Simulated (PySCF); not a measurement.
Assignment exercise: C9H9F

Numbering as in the mapped SMILES `[CH2:1]=[CH:2][CH2:3][c:4]1[cH:5][cH:6][c:7]([F:8])[cH:9][cH:10]1` (H(Xn): hydrogen on atom n). Ha(C1) is cis to C3; Hb(C1) is trans to C3.

Fast rotation and ring inversion assumed for equivalent nuclei, relativity neglected, gas phase, one computed conformer. Structure optimised with PBE0-D3(BJ)/def2-SVP; shieldings: GIAO B97-2/pcSseg-1; PySCF 2.14.0 with density-fitted response routines.

Chemical shifts δ = σref − σ; ¹³C (183.69 ppm), ¹H (31.38 ppm) against TMS, all at this level.

(1) Assign these signals to the numbered atoms. ¹³C{¹H} NMR (computed): δ 166.0, 144.2, 136.6, 132.9, 120.6, 117.6, 43.3.

(2) Assign these signals to the numbered atoms. ¹H NMR (400 MHz, computed): δ 7.25 (m, 2H), 7.01 (m, 2H), 5.93 (m, 1H), 5.44 (m, 1H), 5.34 (m, 1H), 3.27 (d, 2H).

## Answers

(1) 
166.0 → C7, aromatic carbon bearing fluorine: the electronegative substituent deshields the carbon that carries it
144.2 → C2, alkene CH: the olefinic region
136.6 → C4, substituted aromatic carbon
132.9 → C5/C10, aromatic CH: the aromatic region
120.6 → C1, terminal =CH2 carbon: the olefinic region
117.6 → C6/C9, aromatic CH
43.3 → C3, sp3 CH2 on an aromatic ring: saturated and bonded to C and H only

(2) 
```tsv
δ (ppm)	atoms	environment	reason
7.25	H(C5)/H(C10)	hydrogen on an aromatic CH	it sits in the deshielding region of the aromatic ring current
7.01	H(C6)/H(C9)	hydrogen on an aromatic CH	–
5.93	H(C2)	hydrogen on an alkene CH	olefinic region
5.44	Ha(C1)	hydrogen on a terminal =CH2 carbon	a vinylic proton, deshielded by the sp2 carbon and the C=C anisotropy
5.34	Hb(C1)	hydrogen on a terminal =CH2 carbon	–
3.27	H(C3)	hydrogen on an sp3 CH2 on an aromatic ring	benzylic-type position, deshielded by the ring
```

Ha(C1) and Hb(C1) lie closer than the usual error of such a calculation, so a measured spectrum could show them in the other order.

Splittings by ¹⁹F in the carbon and heteronuclear signals aren't shown, as no couplings were computed. Shifts are as computed. Against solution values, carbons near 30 ppm lie about +1 ppm off and those near 130 ppm about +2 ppm. Of 1211 compounds with measured shifts, 218 miss one by over three times the rms of a fit or turn the order of signals round; such compounds aren't used in these exercises. No couplings were computed; multiplicities are counted from neighbouring protons, with m where these are inequivalent, close in shift, in a saturated or five-membered ring or joined by F or P, and br s for small geminal =CH2 splittings.
